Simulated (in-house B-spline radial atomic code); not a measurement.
Radial electron density of the vanadium ion V³⁺, [Ne] 3s2 3p5 3d3. Method: non-relativistic LDA VWN5, spherical fractional occupations, point nucleus, inside a hard spherical wall at 3.38 bohr. Calculated with an all-electron radial atomic-structure program (B-spline basis).

Columns: r (bohr), 4πr²n(r) (electrons per bohr), bar.

```
 0.00298   0.7921 #
 0.00355    1.095 ##
 0.00423    1.507 ##
 0.00505    2.068 ###
 0.00602    2.811 ####
 0.00717    3.783 ######
 0.00855    5.049 ########
  0.0102    6.662 ##########
  0.0122    8.696 #############
  0.0145    11.06 #################
  0.0173    13.85 #####################
  0.0206     16.9 #########################
  0.0246     20.1 ##############################
  0.0293    23.06 ###################################
  0.0349    25.47 ######################################
  0.0416    26.94 #########################################
  0.0496    27.15 #########################################
  0.0592    26.05 #######################################
  0.0706    24.02 ####################################
  0.0841    21.87 #################################
     0.1    20.63 ###############################
    0.12    21.18 ################################
   0.143    23.59 ####################################
    0.17    26.83 ########################################
   0.203    29.19 ############################################
   0.242    28.75 ###########################################
   0.288    24.95 ######################################
   0.344    18.79 ############################
    0.41    12.95 ####################
   0.488    9.647 ###############
   0.582     9.34 ##############
   0.694     10.6 ################
   0.828    11.24 #################
   0.987    10.07 ###############
    1.18    7.422 ###########
     1.4    4.609 #######
    1.67     2.34 ####
    1.99   0.9834 #
    2.38   0.3172 
    2.83  0.06534 
    3.35 0.0001622
```

On this grid the curve has 3 maxima, near 0.0496, 0.203, 0.828 bohr.

The 3d radial function P(r) = rR(r), positive near the nucleus:

```json
{"r (bohr)": "0.0246", "P": "0.001163"}
{"r (bohr)": "0.0349", "P": "0.003082"}
{"r (bohr)": "0.0496", "P": "0.007972"}
{"r (bohr)": "0.0706", "P": "0.01991"}
{"r (bohr)": "0.1", "P": "0.04663"}
{"r (bohr)": "0.143", "P": "0.1043"}
{"r (bohr)": "0.203", "P": "0.2103"}
{"r (bohr)": "0.288", "P": "0.3808"}
{"r (bohr)": "0.41", "P": "0.6071"}
{"r (bohr)": "0.582", "P": "0.822"}
{"r (bohr)": "0.828", "P": "0.922"}
{"r (bohr)": "1.18", "P": "0.8295"}
{"r (bohr)": "1.67", "P": "0.5789"}
{"r (bohr)": "2.38", "P": "0.2676"}
{"r (bohr)": "3.35", "P": "0.00665"}
```
